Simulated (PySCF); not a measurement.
**Polarisability and C₆ of W³⁺ (tungsten, charge +3)**

[Xe] 4f14 5d3, high-spin 4F determinant. Calculation: PySCF 2.14, in aug-cc-pwCVTZ-PP with ECP60MDF (8s8p7d4f3g, 122 functions); scalar relativity through the core potential. Coupled (time-dependent) response in atomic units; α is the mean over directions.

| method | mean α (bohr³) | C₆ (like pair) | S(−4) |
| --- | --- | --- | --- |
| PBE0 | 7.397 | 36.39 | 18.11 |

S(−4) is the Cauchy moment in α(ω) = α(0) + S(−4) ω² + …

Spin-orbit coupling is absent.

α(iu) at PBE0:

```tsv
u (hartree)	α(iu) (bohr³)
0	7.397
0.0500	7.352
0.100	7.224
0.200	6.783
0.300	6.225
0.500	5.146
0.750	4.092
1.00	3.315
1.50	2.275
2.00	1.634
3.00	0.9352
5.00	0.4060
```

A single London oscillator, α(iu) = α/(1 + u²/ω²), gives C₆ = (3/4) ω α². Matching the computed C₆ needs ω = 4 × 36.39 / (3 × 7.397²) = 0.887 hartree.

For an ion, C₆ is the dispersion term alone; charge-induced terms of lower order in 1/R come first.

Energies and moments cover only the electrons outside the core potential. Spin-orbit coupling, absent here, splits the open shell strongly.
